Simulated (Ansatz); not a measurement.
A nudged elastic band was laid between two geometries of C2H9BOSi (14 atoms, charge 0, multiplicity 1).

Computed with RKS PBE0/6-31G in Ansatz 0.2.0.

| Property | Result |
| --- | --- |
| movable images | 7 |
| climbing image | yes |
| spring | 5.0 eV/Å² |
| optimiser | quadratic models (default) |
| start path | IDPP |
| force threshold | 0.5 eV/Å |
| iteration limit | 24 |
| end points | relaxed |

Image 0:

```xyz
14
Properties=species:S:1:pos:R:3
B -1.607 0.524 1.053
C -0.383 0.503 0.137
Si 0.715 -0.687 1.312
O -0.592 -0.115 -1.145
C 0.495 0.051 -2.074
H -2.559 -0.159 0.822
H -1.544 1.158 2.070
H 0.179 1.447 0.063
H 1.625 -1.472 0.414
H -0.157 -1.653 2.064
H 1.523 0.113 2.294
H 1.418 -0.424 -1.714
H 0.180 -0.431 -2.999
H 0.693 1.115 -2.266
```

Image 8:

```xyz
14
Properties=species:S:1:pos:R:3
B -1.477 0.608 1.186
C -0.280 0.535 0.239
Si 0.565 -1.043 1.138
O -0.599 0.217 -1.127
C 0.503 0.349 -2.044
H -2.538 0.161 0.870
H -1.297 1.022 2.297
H 0.453 1.351 0.321
H 1.302 -1.806 0.077
H -0.480 -1.947 1.731
H 1.514 -0.614 2.221
H 0.898 1.374 -2.043
H 1.318 -0.348 -1.807
H 0.105 0.115 -3.032
```

Q: What changes between the two ends?

A: No bond is made or broken. The dihedral C2–O4–C5–H12 goes from 63 to -59°. The two ends are copies of one structure, up to a mirror image or an exchange of like atoms.

Q: What energy profile does the band end with?

A: The run converged. The highest image is number 4 of 0 to 8, 9.2 kJ/mol above the ends, which have the same energy within 2 meV. The threshold of 0.5 eV/Å is loose, so the images may lie well off the minimum-energy path. The order of the stationary point at the top wasn't checked. Limits of this set-up: no polarisation functions.

| image | path coordinate (Å) | energy (kJ/mol) | dihedral C2–O4–C5–H12 (°) |
| --- | --- | --- | --- |
| 0 | 0.00 | 0.0 | 63 |
| 1 | 0.45 | 1.2 | 50 |
| 2 | 0.89 | 4.3 | 35 |
| 3 | 1.34 | 7.9 | 19 |
| 4 | 1.78 | 9.2 | 1 |
| 5 | 2.22 | 7.3 | -16 |
| 6 | 2.67 | 3.8 | -32 |
| 7 | 3.11 | 1.0 | -46 |
| 8 | 3.56 | 0.0 | -59 |

Q: What is the geometry of the highest image?

A: 
```xyz
14
Properties=species:S:1:pos:R:3:forces:R:3
B -1.498 0.637 1.154 0.02 -0.01 -0.06
C -0.284 0.542 0.227 -0.01 0.11 0.09
Si 0.553 -1.000 1.192 -0.01 -0.05 0.01
O -0.567 0.198 -1.134 -0.06 0.02 0.10
C 0.524 0.279 -2.071 0.12 -0.04 -0.18
H -2.557 0.186 0.839 0.01 0.00 0.00
H -1.328 1.084 2.254 0.00 -0.01 0.01
H 0.439 1.366 0.322 0.02 -0.01 -0.04
H 1.307 -1.780 0.157 0.01 0.01 0.00
H -0.490 -1.898 1.800 0.01 -0.01 -0.01
H 1.484 -0.539 2.278 0.00 0.01 -0.01
H 1.473 0.588 -1.610 -0.11 0.01 0.12
H 0.670 -0.701 -2.534 0.00 0.00 -0.02
H 0.261 1.008 -2.845 0.01 -0.03 0.00
```

Run time: 3.8 min on 1 CPU thread of a shared host.
